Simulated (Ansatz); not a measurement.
The cluster Rh5, relaxed as a doublet with UKS PBE0-D4/def2-SVP in Ansatz, starting from the GFN2-xTB geometry. Force threshold 0.02 eV/Å.

In the def2 sets Rh takes a core potential; there is no spin–orbit coupling. The charge 0 doublet is spin-contaminated (final ⟨S²⟩ up to 3.80, 0.75 for a pure state). The structure comes from a short search, and lower isomers may exist.

Start:

```xyz
5

Rh    0.401    0.469    1.713
Rh   -1.217    0.206   -2.165
Rh    0.276   -0.505   -0.552
Rh   -1.294    1.272    0.134
Rh    1.835   -1.443    0.872
```

(1) Estimate the energy that the relaxation releases and the steps that it takes.

(2) Does the start keep its bonding and symmetry?

(3) Predict the relaxed structure.

Results:

(1) 35.9 kcal/mol, in 16 steps; 5.4 min on 4 threads of Arm Neoverse V2 on a shared host. No frequencies were taken in this run, so the end may be a saddle point.

(2) Bonds formed: Rh1–Rh2, Rh4–Rh5 (atoms count from 1). Point group C2 at the start, Cs at the end, both within 0.05 Å.

(3) 
```csv
atom,x (Å),y (Å),z (Å)
Rh1,0.624,1.208,0.603
Rh2,-0.850,1.189,-1.501
Rh3,0.693,-0.852,-1.038
Rh4,-1.357,-0.306,0.525
Rh5,0.890,-1.240,1.410
```
Bond lengths (bridged metal pairs left out): 9 × Rh–Rh 2.49 to 2.63 Å.
